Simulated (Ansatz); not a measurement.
C2H7GeNO can be A, `C[N]1[CH2][GeH]1[OH]`, or B, `CO[C](=N)[GeH3]`.

Gas-phase electronic energies from Ansatz, PBE0-D4/def2-TZVP geometries. CBS: MP2 limit from def2 TZ/QZ plus the TZ coupled-cluster correction, frozen cores. DFT in def2-TZVPP. B3LYP here is the variant with VWN-RPA as its local correlation; programs differ in this. For Ge outer-core shells are correlated without core-valence functions, which leaves a few kJ/mol of doubt a bond. Scalar relativity is left out up to krypton. Each species was taken in one conformer, which may not be the lowest.

(1) Which isomer does CCSD(T)/CBS put lower? Give the gap. (Estimate.)

(2) Give E(B) − E(A) in kJ/mol with B3LYP, HF/def2-TZVPP, MP2/def2-TZVPP, ωB97M-V, B2PLYP, B3LYP-D4, r2SCAN-D4. (An estimate is asked.)

Largest T1 diagnostic: 0.013.

## Answers

(1) The calculation gave: A, by 2.5 kJ/mol.

(2) Ansatz gave: B3LYP -23.0, HF/def2-TZVPP -36.6, MP2/def2-TZVPP 12.1, ωB97M-V -11.7, B2PLYP -11.7, B3LYP-D4 -22.0, r2SCAN-D4 -11.9. The order is the other way round with B3LYP, HF/def2-TZVPP, ωB97M-V, B2PLYP, B3LYP-D4, r2SCAN-D4.

In def2-TZVPP, CCSD(T) changes the Hartree–Fock value by +30.6 kJ/mol (the triples alone add +1.0 kJ/mol) and MP2 by +48.7 kJ/mol. From PBE to PBE0 (25 % exact exchange), in def2-TZVPP and without D4, E(B) − E(A) moves by +5.0 kJ/mol.
